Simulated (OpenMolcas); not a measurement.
# V2+: ligand-field states by method

V2+ with its 8 nearest fluoride ions at 2.277 Å, on the Ca site of CaF2 (a = 5.46294 Å, distance in the model lattice 2.366 Å). The rest of the host is ab initio model potentials to 7.6 Å and point charges beyond; the distance is set by hand and nothing relaxes. Ligand basis ANO-RCC-VDZP.

* Program: OpenMolcas
* Basis: ANO-RCC-VTZP [6s5p3d2f1g]
* Scalar Hamiltonian: DKH2, point nucleus
* Active space: 3 electrons in 5 orbitals (3d)
* State averaging: 2S+1 = 4 even, 10 roots; 2S+1 = 2 even, 40 roots
* Spin-orbit coupling: state interaction with AMFI integrals over the reference wave functions

I. CASSCF
II. SS-CASPT2, IPEA 0.25 Eh, imaginary shift 0.1 Eh (closed shells correlated: 3s 3p and the ligand valence shells)

Spin-free states (labels of O, the rotations of Oh) in cm-1, each column counted from its own energy of the first state listed:

| State | Degeneracy | I | II |
| --- | --- | --- | --- |
| 4T1 | 3 | 0 | 0 |
| 4T2 | 3 | 4856 | 4790 |
| 4A2 | 1 | 10756 | 12220 |
| 2E | 2 | 11233 | 8430 |
| 2T2 | 3 | 15453 | 11850 |
| 2T1 | 3 | 15792 | 12500 |
| 4T1 | 3 | 18443 | 15650 |
| 2A1 | 1 | 19836 | 16470 |
| 2T1 | 3 | 19959 | 15160 |
| 2T2 | 3 | 22157 | 18400 |
| 2T1 | 3 | 23331 | 20160 |
| 2E | 2 | 25220 | 21630 |
| 2T2 | 3 | 27540 | 23250 |
| 2T1 | 3 | 27973 | 25340 |
| 2E | 2 | 28074 | 25000 |
| 2T2 | 3 | 36601 | 29680 |
| 2T1 | 3 | 37689 | 31600 |
| 2A2 | 1 | 38631 | 32130 |
| 2T2 | 3 | 57005 | 47210 |
| 2E | 2 | 57591 | 47890 |

From I to II, I's first state of the same spin (4T2) moves from 4856 to 4790 cm-1, by about -70 cm-1.

From I to II, I's first state of another spin (2E) moves from 11233 to 8430 cm-1, by about -2800 cm-1.

I: A least-squares ligand-field fit to the states below 45000 cm-1, each weighted by its degeneracy and with a free common offset, gives 10Dq = -6082 cm-1 (negative for this site), B = 943 cm-1 and C = 3579 cm-1 (C/B = 3.79), with an rms deviation of 183 cm-1. The same method and metal basis give the free ion B = 959 cm-1 (fit to its terms below 60000 cm-1, rms deviation 74 cm-1), so the nephelauxetic ratio is β = 943 / 959 = 0.98; it hangs on how both fits weigh the states, and computed free-ion B values tend to be too large, so β mixes covalency with correlation.

χT at 300 K: I 1.65, II 1.65 cm3 K/mol.

Roots that are degenerate in the reference are averaged as groups; the widest CASPT2 spread within a group is 530 cm-1 (the 3-fold group of multiplicity 2 near 11900 cm-1 above the lowest state of its run, II). Shifts and gaps below about the spread of the groups concerned are not significant. Over all roots computed the reference weight is 0.69 to 0.70 in II; a low but even weight reflects the number of correlated electrons. An orbital triplet at a regular site is open to Jahn-Teller coupling, which can distort the site and quench the lowest spin-orbit gaps and is left out. Ligand-to-metal charge-transfer states are missing. With no ligand orbital active B as a rule stays too high, so bands that hang on it stand too high and its fall with covalency is understated. Without dynamic correlation the repulsion within the d shell is too large (B by tens of per cent), so at a given field states of lower spin stand too high (holds for I). With metal d orbitals alone and no dynamic correlation 10Dq can be off by a tenth to a fifth, either way, in oxide and fluoride hosts (holds for I). These CASPT2 states fit no ligand-field parameters well, so their order and spin gaps are uncertain (holds for II). With one d shell and no ligand orbital active, 10Dq can be off by tens of per cent for divalent 3d ions, low with halides held by bare charges and at times high in hosts (holds for II). Free-ion shares, where given, are those of the reference states; single-state CASPT2 does not remix them (holds for II). No measured value stands beside these numbers; the geometry was set by hand and not optimised.
